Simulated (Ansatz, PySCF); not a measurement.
HfF3, SMILES [F][Hf+]([F])[F], charge +1, multiplicity 1.

The structure is a stationary point at PBE0-D3(BJ)/def2-TZVP. The spin state was assumed, not searched. The isomer is the one that the SMILES or the coordinates give; other isomers of the formula were not compared. The def2 effective core potentials stand for the cores of Hf; spin–orbit coupling is left out.

Vertical ionisation energy (IE) and electron affinity (EA) in eV. Rows of orbital energies are one-electron estimates. Where ΔSCF, EOM or ADC give a negative EA the extra electron is unbound and the value depends on the basis.

```json
[
 {"level": "−ε(HOMO), −ε(LUMO), CAM-B3LYP/def2-TZVPD (PySCF)", "IE": "[?]", "EA": "[?]"},
 {"level": "−ε(HOMO), −ε(LUMO), PBE/def2-TZVPD (PySCF)", "IE": "16.15", "EA": "10.41"},
 {"level": "ΔSCF, CAM-B3LYP/def2-SVPD (Ansatz), final states of multiplicity 2 and 2", "IE": "21.25", "EA": "7.87"},
 {"level": "ΔSCF, PBE/def2-SVPD (Ansatz), final states of multiplicity 2 and 2", "IE": "20.11", "EA": "7.58"}
]
```

**Question.** Complete the blanks. (Estimate from the structure and the level; the computed values follow.)

**Answer.** 
- −ε(HOMO), −ε(LUMO), CAM-B3LYP/def2-TZVPD (PySCF), IE: 19.70
- −ε(HOMO), −ε(LUMO), CAM-B3LYP/def2-TZVPD (PySCF), EA: 8.89

**Question.** What vertical singlet–triplet gap does ΔSCF give with CAM-B3LYP/def2-SVPD (Ansatz, a program for electronic structure) and with PBE/def2-SVPD (Ansatz)? (Estimate from the structure and the level; the computed values follow.)

**Answer.** 7.14 and 6.23 eV (triplet above singlet where positive).
